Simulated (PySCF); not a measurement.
These compounds are isomers of formula C9H10.

A. SMILES C=C/C=C1C=CC\1=C\C
B. `CC(=C)C1=CC=CC=C1`
C. SMILES C=C(C)/C=C/C1=CC1=C

Spectrum 1. $^{1}$H NMR (300 MHz, computed): δ 7.27 (m, 1H), 7.13 (m, 1H), 6.79 (m, 1H), 6.25 (d, 1H), 5.52 (m, 1H), 5.41 (m, 1H), 5.41 (q, 1H), 2.00 (d, 3H). $^{13}$C{$^{1}$H} NMR (computed): δ 155.7 (CH), 152.0 (C), 148.4 (CH), 147.3 (C), 142.0 (CH), 123.0 (CH2), 121.9 (CH), 118.9 (CH), 17.6 (CH3).

Spectrum 2. $^{1}$H NMR (300 MHz, computed): δ 7.84 (s, 1H), 7.07 (d, 1H), 6.52 (d, 1H), 5.73 (m, 1H), 5.67 (m, 1H), 4.13 (m, 1H), 4.07 (m, 1H), 2.07 (s, 3H). $^{13}$C{$^{1}$H} NMR (computed): δ 155.5 (CH), 150.0 (C), 144.6 (C), 134.1 (CH), 131.8 (CH2), 125.4 (C), 117.3 (CH), 66.8 (CH2), 21.0 (CH3).

Spectrum 3. $^{1}$H NMR (300 MHz, computed): δ 7.65 (m, 2H), 7.62 (m, 2H), 7.56 (m, 1H), 5.55 (m, 1H), 5.44 (m, 1H), 2.27 (s, 3H). $^{13}$C{$^{1}$H} NMR (computed): δ 154.2 (C), 148.6 (C), 133.8 (CH), 133.1 (CH), 131.4 (CH), 119.7 (CH2), 24.9 (CH3).

Relativity neglected, one conformer, no solvent, rapidly exchanging positions averaged. Shielding tensors at PBE0/pcSseg-1 (GIAO); structure optimised with GFN2-xTB; PySCF.

Referencing at the same level of theory: TMS for $^{1}$H (31.72 ppm), $^{13}$C (186.93 ppm). Where no couplings were computed, multiplicities follow the n + 1 count of equivalent neighbours, and m marks all less simple cases (inequivalent or close neighbours, rings, F or P nearby). Shifts are as computed. Against solution values, carbons near 30 ppm lie about +3 ppm off and those near 130 ppm about +5 ppm. Of 1211 compounds with measured shifts, 218 miss one by over three times the rms of a fit or turn the order of signals round; such compounds aren't used in these exercises.

Match each spectrum to its structure.

Results:

1–A, 2–C, 3–B.

- Spectrum 1 (A): 9 $^{13}$C signals; δC 155.7 is an alkene CH; δC 152.0 is a fully substituted alkene carbon.
- Spectrum 2 (C): 9 $^{13}$C signals; δC 155.5 is an alkene CH; δC 150.0 is a fully substituted alkene carbon.
- Spectrum 3 (B): 7 $^{13}$C signals; δC 154.2 is a fully substituted alkene carbon; δC 133.8 is an aromatic CH.
